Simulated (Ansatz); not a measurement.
`C#C[SiH]1CS1` + `FC(F)(F)Cl` → `Cl[SiH]1CS1` + `C#CC(F)(F)F` at 500 K and 1 bar (formal exchange of groups at the Si–C bond).

Isolated molecules relaxed with PBE0-D4/def2-TZVP in Ansatz; ΔE leaves out vibrations. CCSD(T)/CBS is the MP2 limit (def2-TZVPP, def2-QZVPP) plus CCSD(T) − MP2 in def2-TZVPP, frozen cores.

| species | CCSD(T)/CBS energy (Eh) | H − E (kJ/mol) | S (J/(mol·K)) |
| --- | --- | --- | --- |
| `C#C[SiH]1CS1` | -803.36309 | 190.6 | 388.2 |
| `FC(F)(F)Cl` | -797.19793 | 69.2 | 324.4 |
| `Cl[SiH]1CS1` | -1186.53914 | 136.6 | 357.9 |
| `C#CC(F)(F)F` | -414.05517 | 124.8 | 352.1 |

H − E and S are ideal-gas, rigid-rotor, harmonic terms from PBE0-D4/def2-TZVP, for one conformer and one mirror image of each species. 1 Eh = 2625.50 kJ/mol, R = 8.31446 J/(mol·K).

By hand: ΔE, ΔH, ΔS and ΔG.

ΔE = (-1186.53914) + (-414.05517) − (-803.36309) − (-797.19793) = -0.03329 Eh = -87.4 kJ/mol. Δ(H − E) = 136.6 + 124.8 − 190.6 − 69.2 = 1.6, so ΔH = -85.8 kJ/mol. ΔS = 357.9 + 352.1 − 388.2 − 324.4 = -2.6 J/(mol·K). ΔG = -85.8 − 500 × (-2.6)/1000 = -84.5 kJ/mol.

By hand: the equilibrium constant, and the temperature at which ΔG would vanish if ΔH and ΔS stayed fixed.

log₁₀ K = −ΔG/(RT ln 10) = 8.8. ΔG = 0 at ΔH/ΔS = 33000 K, far beyond where these terms or the molecules hold.

The number of gas molecules stays the same, so ΔS is small and ΔH decides. A doubt of 5 kJ/mol in ΔE shifts log₁₀ K by 0.5 here. Other conformers and mirror images would add mixing entropy, several J/(mol·K) or more a flexible species. These are equilibria of isolated gas molecules and say nothing of rates. Largest T1 diagnostic: 0.013 (customary marks: 0.02 for closed shells, 0.045 for open ones).
